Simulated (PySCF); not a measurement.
# How the method changes the shape and vibrations of F2HSi

All numbers below are calculated, not measured. The program is PySCF 2.14.0, an open-source quantum chemistry code, run on an isolated molecule that a program drew, which may never have been made. The molecule is F2HSi (charge 0, doublet), drawn as the SMILES string `F[SiH]F`.

The geometry was optimised and harmonic frequencies were computed with HF and MP2, all in the cc-pV(D+d)Z basis, for the commonest isotopes, with a restricted reference for singlets and an unrestricted one otherwise, and a frozen core in MP2. Each result is a local minimum of its method.

Geometry at the HF minimum:
```xyz
4
F2HSi, angstrom
F    -1.8542   -1.7763   -4.3793
Si   -0.7455   -1.0188   -3.4987
F    -1.1570    0.5331   -3.4733
H    -0.8172   -1.5381   -2.1197
```

Lengths of the bonds as drawn, in Å (atoms numbered as above):
| bond | HF | MP2 |
|---|---|---|
| F1-Si2 | 1.606 | 1.626 |
| Si2-F3 | 1.606 | 1.626 |
| Si2-H4 | 1.475 | 1.483 |

Rotational constants, in GHz:
| constant | HF | MP2 |
|---|---|---|
| A | 27.91 | 27.96 |
| B | 7.84 | 7.529 |
| C | 6.333 | 6.132 |

Harmonic frequencies in cm^-1, each column in rising order, so a row needn't be the same motion in every method:
| rank | HF | MP2 |
|---|---|---|
| 1 | 321 | 302 |
| 2 | 817 | 775 |
| 3 | 824 | 786 |
| 4 | 881 | 843 |
| 5 | 956 | ? |
| 6 | 2309 | 2250 |

**Estimate the missing MP2 frequency from the HF column.**

A single factor s that minimises the squared misfit of MP2 against s times HF over the other rows is sum(HF x MP2) / sum(HF^2) = 0.9681, with an rms misfit of 12 cm^-1. For rank 5 it gives 0.9681 x 956 = 926 cm^-1. The calculation gives 930 cm^-1, 4 cm^-1 above the estimate. The drawn bonds are on average 1.0 % longer in MP2 than in HF.
